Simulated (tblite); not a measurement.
A tight-binding relaxation on `C#CBPBNC`.

Computed with GFN2-xTB geometry optimisation, gas phase (tblite 0.8.0). Start geometry: from a force field or distance geometry. The input is one job of a driver script: a line of settings, then coordinates in Å.

Command:
```bash
OMP_NUM_THREADS=1 python probes_run.py task.json out
```

Input:
```
{"job": {"kind": "relax", "xc": "GFN2-xTB", "basis": "xTB"}, "charge": 0, "multiplicity": 1}
C      3.787700    -0.738500     0.609700
C      2.705000    -0.180600     0.522400
B      1.359000     0.511200     0.434900
P      0.772000     1.242400    -1.271900
B     -1.108800     0.966600    -0.895500
N     -1.774500    -0.384300    -1.182100
C     -2.215100    -0.980400     0.073500
H      4.724200    -1.214300     0.683700
H      0.788100     0.815800     1.424100
H      0.772400     2.605700    -0.781600
H     -1.732700     1.833600    -0.396200
H     -1.050900    -1.019200    -1.592500
H     -2.690900    -1.965500    -0.124900
H     -2.976400    -0.342600     0.565300
H     -1.363400    -1.141800     0.772400
```

Problem. Estimate the output.

Solution. 
```
step      E/eV     max force
  0    -497.96215    3.247
  1    -498.15567    2.358
  2    -498.11852    3.945
  3    -498.33781    0.926
  4    -498.37032    0.555
  5    -498.41457    0.587
  6    -498.43910    0.588
  7    -498.47154    0.463
  8    -498.49168    0.373
  9    -498.51294    0.344
... (119 lines left out)
129    -499.44683    0.025
130    -499.44691    0.020
131    -499.44697    0.026
132    -499.44704    0.032
133    -499.44711    0.032
134    -499.44718    0.019
135    -499.44723    0.013
136    -499.44727    0.013
137    -499.44728    0.015
138    -499.44730    0.010
```

«max force» is the largest atomic force in eV/Å.

Problem. From which step on does the largest force stay under 0.1 eV/Å, and how much energy is left to gain from there?

Solution. From step 115 (0.085 eV/Å), 11.5 meV above the end.

Main results: energy lowered by 34.2 kcal/mol over 138 steps; largest atomic force 0.010 eV/Å at the end.

Hardware: an AMD EPYC 9R45 with one thread, shared host. Cost: 0.71 s wall.
Labels such as C1 count atoms from 1, the log's own numbers from 0.
